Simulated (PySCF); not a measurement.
A GIAO shielding run with PySCF (density fitting, non-relativistic, gas phase) on SMILES [Si@@H]([C@@H]1[C@H](C=C)C1)(P)N[SiH3], C$_{5}$H$_{14}$NPSi$_{2}$:

```
$ OMP_NUM_THREADS=1 python probes_run.py task.json out

{"job": {"kind": "nmr", "xc": "PBE0", "basis": "pcSseg-1"}, "charge": 0, "multiplicity": 1}
C     -2.270765     1.695049     0.706885
C     -1.622480     0.546071     0.612381
C     -1.857560    -0.452880    -0.436890
C     -1.601927    -1.902934    -0.149079
C     -0.687915    -1.172117    -1.081221
Si     1.098284    -0.800769    -0.592699
P      1.444004    -1.401269     1.539030
N      1.418351     0.895415    -0.723705
Si     2.300033     1.957442     0.328718
H     -2.069851     2.398682     1.495964
H     -3.033807     1.976455    -0.001456
H     -0.862907     0.285501     1.339654
H     -2.692067    -0.219181    -1.090203
H     -1.218172    -2.149732     0.832799
H     -2.283566    -2.639930    -0.548383
H     -0.826734    -1.392798    -2.133120
H      1.969682    -1.524702    -1.541985
H      1.408061    -2.761245     1.280246
H      2.821970    -1.366019     1.444738
H      0.937920     1.347347    -1.484081
H      3.553110     1.284527     0.676684
H      2.537588     3.165843    -0.459545
H      1.533996     2.258227     1.541224
```

Hardware: 1 thread of an Intel Xeon 6975P-C, shared host. The job also computes population analyses, field gradients, ring-centre shieldings.

Question: How large is the calculation?

Answer: 94 electrons, 244 basis functions and 1330 auxiliary functions.

Question: How long does it take, and how much memory does it need?

Answer: 53 s of wall time, with 14 SCF cycles and 5 response iterations; peak memory 1.1 GiB. Times on a shared host scatter by some tens of per cent.
